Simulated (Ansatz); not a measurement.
`[CH3][Al]([SiH3])[SH]` + `[SiH3]P` → `[SiH3]P[SiH3]` + `[CH3][AlH][SH]` at 400 K and 1 bar (cleavage of the Si–Al bond).

Computed with Ansatz on PBE0-D4/def2-TZVP structures; ΔE is electronic, products minus reactants. CCSD(T)/CBS adds triple-zeta CCSD(T) − MP2 to the extrapolated MP2 energy (def2 sets, frozen cores). This one scheme is used for every species. One conformer a species, not always the lowest.

```json
{"species": "`[CH3][Al]([SiH3])[SH]`", "CCSD(T)/CBS energy (Eh)": "-971.18018", "H − E (kJ/mol)": "222.4", "S (J/(mol·K))": "440.1"}
{"species": "`[SiH3]P`", "CCSD(T)/CBS energy (Eh)": "-633.00997", "H − E (kJ/mol)": "132.7", "S (J/(mol·K))": "302.6"}
{"species": "`[SiH3]P[SiH3]`", "CCSD(T)/CBS energy (Eh)": "-923.30091", "H − E (kJ/mol)": "188.9", "S (J/(mol·K))": "376.4"}
{"species": "`[CH3][AlH][SH]`", "CCSD(T)/CBS energy (Eh)": "-680.89694", "H − E (kJ/mol)": "163.7", "S (J/(mol·K))": "347.3"}
```

H − E and S are ideal-gas, rigid-rotor, harmonic terms from PBE0-D4/def2-TZVP, for one conformer and one mirror image of each species. 1 Eh = 2625.50 kJ/mol, R = 8.31446 J/(mol·K).

Q: By hand: ΔE, ΔH, ΔS and ΔG.

A: ΔE = (-923.30091) + (-680.89694) − (-971.18018) − (-633.00997) = -0.00770 Eh = -20.2 kJ/mol. Δ(H − E) = 188.9 + 163.7 − 222.4 − 132.7 = -2.5, so ΔH = -22.7 kJ/mol. ΔS = 376.4 + 347.3 − 440.1 − 302.6 = -19.0 J/(mol·K). ΔG = -22.7 − 400 × (-19.0)/1000 = -15.1 kJ/mol.

Q: By hand: the equilibrium constant, and the temperature at which ΔG would vanish if ΔH and ΔS stayed fixed.

A: log₁₀ K = −ΔG/(RT ln 10) = 2.0. ΔG = 0 at ΔH/ΔS = 1195 K, though so small a ΔS makes that figure unsure.

TΔS isn't small against ΔH here. A doubt of 5 kJ/mol in ΔE shifts log₁₀ K by 0.7 here. Other conformers and mirror images would add mixing entropy, several J/(mol·K) or more a flexible species. Modes under 60 cm⁻¹, often nearly free rotors, make the harmonic entropy too high. These are equilibria of isolated gas molecules and say nothing of rates. Largest T1 diagnostic: 0.013 (customary marks: 0.02 for closed shells, 0.045 for open ones).
